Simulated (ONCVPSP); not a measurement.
# Hg (Z = 80): ONCV pseudisation with PBEsol, scalar-relativistic reference atom.

```
Element                 : Hg (Z = 80)
Generator               : ONCVPSP 4.0.1
Type                    : optimised norm-conserving Vanderbilt (ONCV)
Functional              : PBEsol
Relativity              : scalar-relativistic
Frozen core             : [Kr] 4d10 4f14
Valence charge          : 20
Reference configuration : 5s2 5p6 5d10 6s1.75 6p0.25
Partial waves           : 5s+6s: rc 1.75 bohr, ncon 4, nbas 8, qcut 8.4 1/bohr, 2 projectors; 5p+6p: rc 1.55 bohr, ncon 5, nbas 9, qcut 10.7 1/bohr, 2 projectors; 5d: rc 1.85 bohr, ncon 5, nbas 9, qcut 7 1/bohr, 2 projectors, debl 1.1 Ha; f scattering state at 0.22 Ha: rc 1.80 bohr, ncon 4, nbas 9, qcut 6 1/bohr, 2 projectors, debl 1.9 Ha
Local potential         : polynomial inside 1.20 bohr (lpopt 5, dvloc0 2 Ha)
Core correction         : none
```

Results:

| Quantity | Value |
| --- | --- |
| Cutoffs needed | 39 Ha and 46 Ha (the cutoffs (Ha) at which the residual kinetic energy of the hardest occupied pseudo-wave falls to 1 and 0.1 mHa per electron) |
| Ghost test | no bound ghost flagged; GHOST(+) flagged for s at 200.5 eV |
| Configuration tests | 1 of 4 tests not solved or not reliable |

Generation and tests took about 4.2 s on one core of a shared server CPU.
